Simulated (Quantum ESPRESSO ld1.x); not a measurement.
Species: Os38+. Configuration: [Kr] 4d2 (the NIST ground configuration).

All-electron calculation, scalar-relativistic Kohn-Sham, LDA (Slater exchange, VWN5 correlation), spin-polarised, spherical densities, point nucleus; open shells are filled with parallel spins first. Program: ld1.x of Quantum ESPRESSO 7.5.

Energy parts (eV):
total: -445548.8
kinetic: 496452.6
electron-nucleus: -1036695.5
Hartree: 101807.7
exchange-correlation: -7113.6

Orbitals (lengths in bohr, moments of r in powers of bohr; <r^-3> diverges for s and p1/2; r(max) is where P^2 peaks):
orbital	occ.	eigenvalue (eV)	r(max)	<r^-3>	<r^4>
1s up	1	-75489.8	0.01103	-	5.129e-07
1s down	1	-75489.7	0.01103	-	5.129e-07
2s up	1	-14532.1	0.06343	-	0.00007614
2s down	1	-14529.8	0.06342	-	0.00007614
2p up	3	-12874.3	0.05220	21890	0.00006048
2p down	3	-12872.4	0.05220	21900	0.00006048
3s up	1	-4617.52	0.1781	-	0.002657
3s down	1	-4615.91	0.1781	-	0.002653
3p up	3	-4129.63	0.1764	5062	0.002835
3p down	3	-4127.92	0.1764	5064	0.002829
3d up	5	-3596.26	0.1432	644.1	0.002123
3d down	5	-3594.14	0.1432	644.1	0.002120
4s up	1	-2071.72	0.3835	-	0.04136
4s down	1	-2065.92	0.3834	-	0.04141
4p up	3	-1892.04	0.3957	1592	0.04807
4p down	3	-1886.32	0.3956	1590	0.04818
4d up	2	-1683.89	0.3898	196.3	0.05031
4d down	0	-1678.17	0.3897	196.2	0.05046

The highest occupied level is 4d up at -1683.9 eV. Spin moment in Bohr magnetons: 2.
